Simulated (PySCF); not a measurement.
# Steps of a relaxation of TmCl3(H2O)

TmCl3(H2O) (singlet in the valence; each metal's 4f electrons, 12 of them, lie in its core potential, out of spins and levels). PySCF 2.14.0, RKS PBE0, Tm lcecp-1-SVP with ECP58, Cl def2-SVP, O def2-SVP, H def2-SVP; non-relativistic Hamiltonian with scalar-relativistic core potentials where named; density fitting; no spin-orbit coupling. Origin of the start: template. Columns: position (Å) and force (eV/Å). Energies are counted from the last step; some of the 20 steps are shown. Forces carry noise of the integration grid, about 0.01 to 0.03 eV/Å.

Run from Python with OMP_NUM_THREADS=2. Where DIIS fails, smearing, a level shift and second-order steps follow.
It took 93 s on 2 threads of Arm Neoverse V2, with other jobs on the host, from the converged density of the start.

```xyz
7
step 0  E = 0.492 eV
Tm   -0.0900    0.0900   -0.0900     0.95   -0.95    0.95
Cl    1.3973    1.5773    1.3973    -0.94   -0.65   -0.92
Cl   -1.5773   -1.3973    1.3973     0.67    0.92   -0.92
Cl    1.3973   -1.3973   -1.5773    -0.94    0.92    0.65
O    -1.4814    1.4814   -1.4814     0.04   -0.01    0.01
H    -1.8221    2.3665   -1.2776     0.11   -0.11    0.11
H    -1.8221    1.2776   -2.3665     0.11   -0.11    0.11
```

```xyz
7
step 6  E = 0.004 eV
Tm    0.0155   -0.0186    0.0186     0.02    0.01   -0.01
Cl    1.1454    1.8070    1.2081    -0.01    0.00    0.00
Cl   -1.7425   -1.2231    1.2231    -0.01   -0.02    0.02
Cl    1.1454   -1.2081   -1.8070    -0.01    0.00    0.00
O    -1.2910    1.3340   -1.3340     0.01    0.00    0.00
H    -1.6355    2.2061   -1.1008     0.00    0.00    0.00
H    -1.6355    1.1008   -2.2061     0.00    0.00    0.00
```

```xyz
7
step 13  E = 0.001 eV
Tm   -0.0283   -0.0396    0.0396     0.00    0.02   -0.02
Cl    1.0635    1.8375    1.1870     0.00   -0.01   -0.01
Cl   -1.6771   -1.3175    1.3175    -0.01    0.00    0.00
Cl    1.0635   -1.1870   -1.8375     0.00    0.01    0.01
O    -1.3218    1.3224   -1.3224    -0.01    0.00    0.00
H    -1.5491    2.2439   -1.1384     0.01   -0.01    0.00
H    -1.5491    1.1384   -2.2439     0.01    0.00    0.01
```

Question: Where does the relaxation end?

Answer: It converges at step 19 in Cs:
```xyz
7
step 19  E = 0
Tm   -0.0534   -0.0490    0.0490
Cl    1.0375    1.8497    1.1597
Cl   -1.6660   -1.3510    1.3510
Cl    1.0375   -1.1597   -1.8497
O    -1.3470    1.3111   -1.3111
H    -1.5034    2.2510   -1.1459
H    -1.5034    1.1459   -2.2510
```

Question: How did the contacts change?

Answer: 
| contact | start (Å) | end (Å) |
| --- | --- | --- |
| Tm1–Cl2 (Cl) | 2.576 | 2.455 |
| Tm1–Cl3 (Cl) | 2.576 | 2.448 |
| Tm1–Cl4 (Cl) | 2.576 | 2.455 |
| Tm1–O5 (H2O) | 2.410 | 2.318 |


A frequency check found unstable modes (1, the lowest at -21 cm⁻¹), so the relaxed geometry is a saddle point, or these are noise. An lcecp potential fixes the number of 4f electrons, so in runs with it no electron can move into or out of that shell.
